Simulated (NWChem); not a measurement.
System: CH6N2Si2; SMILES N[Si@H]1N=C[SiH2]1

```xyz
11

N      0.4509    -2.1715     0.5227
Si    -0.0627    -0.8039    -0.3749
N     -1.5368     0.1103     0.1576
C     -1.1093     1.3189     0.2572
Si     0.7993     1.3476     0.0008
H      0.1566    -3.1071     0.2679
H      0.7037    -2.1084     1.5014
H     -0.2714    -1.2792    -1.7735
H     -1.8162     2.1408     0.4887
H      1.5393     1.5938     1.2825
H      1.3830     2.2643    -1.0329
```
Atoms are numbered in this order, from 1.

Computed with NWChem. Structure relaxed at the PBE0/def2-SVP level. GIAO values for the isolated, static molecule; σ is the absolute isotropic shielding, δ = σ(reference) − σ with the isolated reference molecule computed at the same levels (13C: tetramethylsilane, 1H: tetramethylsilane, 15N: ammonia, 29Si: tetramethylsilane).

What does the run give for KT2/pcSseg-1? Quantities: δ N1 (ppm); δ Si2 (ppm); δ N3 (ppm); δ C4 (ppm); δ H7 (ppm); δ H10 (ppm); δ H11 (ppm).


```json
{
  "δ N1 (ppm)": "40.2",
  "δ Si2 (ppm)": "-15.6",
  "δ N3 (ppm)": "547.2",
  "δ C4 (ppm)": "195.1",
  "δ H7 (ppm)": "1.29",
  "δ H10 (ppm)": "5.52",
  "δ H11 (ppm)": "6.07"
}
```
